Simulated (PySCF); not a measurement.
# Vertical excitation energies

Compound: C₅H₃N₂S (charge -1).
SMILES: `CC(=S)[C-](C#N)C#N`

Computed with TDDFT PBE0/def2-SVPD, vertical, gas phase, core orbitals frozen in the response (PySCF 2.14.0, density-fitted response routines). Geometry: GFN2-xTB, one conformer, isolated ion. Torsions of this conformer, `[CH3:1][C:2](=[S:3])[C-:4]([C:5]#[N:6])[C:7]#[N:8]`: C1–C2–C4–C5 0°.

Task: What does the calculation give for the low-lying excited states?

Result: 

| state | E (eV) | λ (nm) | f | \|μ\| (D) | symmetry | main configurations (H = HOMO, L = LUMO) |
| --- | --- | --- | --- | --- | --- | --- |
| S1 | 3.10 | 400.6 | 0.0001 | 0.09 | – | H→L (100%) |
| S2 | 4.17 | 297.2 | 0.368 | 4.83 | A′ | H-1→L (95%) |
| S3 | 4.67 | 265.3 | 0.0000 | 0.03 | – | H-1→L+2 (96%) |
| S4 | 5.05 | 245.7 | 0.043 | 1.50 | A′ | H→L+1 (74%), H→L+2 (23%) |
| S5 | 5.07 | 244.7 | 0.019 | 0.98 | A″ | H-1→L+1 (98%) |
| S6 | 5.08 | 244.1 | 0.012 | 0.80 | A′ | H→L+2 (75%), H→L+1 (21%) |
| S7 | 5.50 | 225.3 | 0.028 | 1.15 | A′ | H→L+3 (95%) |
| S8 | 5.69 | 217.7 | 0.0095 | 0.66 | A″ | H-1→L+3 (96%) |

Triplets, Tamm–Dancoff:

| state | E (eV) | λ (nm) | main configurations (H = HOMO, L = LUMO) |
| --- | --- | --- | --- |
| T1 | 2.69 | 461.0 | H-1→L (98%) |
| T2 | 2.81 | 441.5 | H→L (99%) |
| T3 | 4.47 | 277.2 | H-1→L+2 (94%) |

The lowest singlet lies at 3.10 eV (401 nm, visible) and is dark (f under 0.0005); its leading configuration is HOMO→LUMO (100%). The strongest level in the table is S2 at 4.17 eV (297 nm, f = 0.368). Löwdin shares by element: HOMO (one of a set within 0.03 eV) sulfur 77%, carbon 16% or more; LUMO carbon 41% or more, sulfur 28%, nitrogen 6% or more (atoms not listed hold the other 25%). Orbital energies (eV): HOMO-3 -5.56, HOMO-2 -4.57, HOMO-1 -2.15, HOMO -2.14, LUMO 2.50, LUMO+1 3.91, LUMO+2 3.99. Of the 8 states listed, 5 reach f = 0.01 and 2 stay under 0.0005. Weighted by f, the mean energy of these states is 4.42 eV. S1 lies in the visible range (380 to 750 nm), at 401 nm, dark in the vertical dipole picture (f under 0.0005); light of that wavelength is violet, and its complementary colour is yellow-green; a Tamm–Dancoff triplet lies at 461 nm, without intensity as long as spin–orbit coupling is left out. No detachment energy is given for this anion; states above it aren't bound, and a finite basis only mimics them. Symmetry labels in Cs follow from the direction of the transition dipole and are given only for states with f of 0.002 or more. The window holds the lowest 8 singlets.
